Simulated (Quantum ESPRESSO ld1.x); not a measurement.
Task: All-electron atom: the dysprosium ion Dy2+ in [Xe] 4f9 5d1 (not the ground configuration). Calculated with ld1.x of Quantum ESPRESSO 7.5: Dirac Kohn-Sham, PW91, spin-unpolarised, spherical densities, point nucleus; open shells are shared between the two j in proportion to 2j + 1.

Spin-orbit splittings of the eigenvalues, e(l+1/2) - e(l-1/2), with zeta = 2 splitting/(2l+1) and mean radii in bohr:

shell  occ.  splitting (eV)  zeta (eV)  <r> j=l-1/2  <r> j=l+1/2
2p        6           800.5      533.6      0.07437      0.08143
3p        6           166.2      110.8       0.2238       0.2372
3d       10           36.28      14.51       0.2096       0.2138
4p        6           37.29      24.86       0.5396       0.5700
4d       10               ?          ?       0.6014       0.6121
4f        9          0.9430     0.2694       0.8068       0.8197
5p        6           5.029      3.353        1.434        1.530
5d        1          0.3913     0.1565        2.306        2.360
5f        0        0.006510   0.001860        6.258        6.272
6p        0          0.6010     0.4007        3.967        4.156
6d        0         0.08361    0.03345        5.893        5.960

Estimate the 4d splitting.

Result: 6.776 eV (zeta = 2.710 eV).
